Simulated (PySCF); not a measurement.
Unknown compound

The spectra below were simulated for a compound C4H12O3Si.

1H NMR (600 MHz, computed): δ 4.67 (t, 1H), 3.66 (s, 6H), 3.25 (s, 3H), 2.83 (d, 2H).

13C{1H} NMR (computed): δ 66.9 (CH2), 63.9 (CH3), 52.0 (CH3).

PySCF 2.14 calculation with geometry from PBE0-D3(BJ)/def2-SVP and CAM-B3LYP/pcSseg-1 with gauge-including orbitals; averaged over atoms made equivalent by symmetry, fast rotation or ring inversion, isolated molecule, relativity neglected, one conformer.

Shifts are taken against calculated references (same method and geometry level): 1H (σ = 31.33 ppm) and 13C (σ = 182.45 ppm) against TMS.

What is the structure?

## Answers


1. The formula gives 0 degrees of unsaturation.
2. 3 carbon signals for 4 carbons: some carbons are equivalent by symmetry or fast rotation.
3. Carbon types of the structure: 1 × CH2, 3 × CH3, leaving 1 H on heteroatoms.
4. δC 66.9: sp3 CH2 bonded to O and Si; the inductive effect lowers its shielding.
5. δC 63.9, 52.0: methyl carbon bonded to O; pulled downfield by the heteroatom.
6. δH 4.67: hydrogen on a silicon bonded to C, 2 O.
7. δH 3.66, 3.25: hydrogen on a methyl carbon bonded to O; its carbon carries O, an electronegative neighbour.
8. δH 2.83: hydrogen on an sp3 CH2 bonded to O and Si; its carbon carries O, which withdraws density.

The compound is `COC[SiH](OC)OC`.

The shifts were computed for this structure.

Shifts are as computed, not scaled to solution data. Of 1211 compounds with measured shifts, 218 miss one by over three times the rms of a fit or turn the order of signals round; such compounds aren't used in these exercises. Multiplicities follow the n + 1 count of equivalent neighbours, as no J values were calculated; m marks all less simple cases, F and P coupling included.
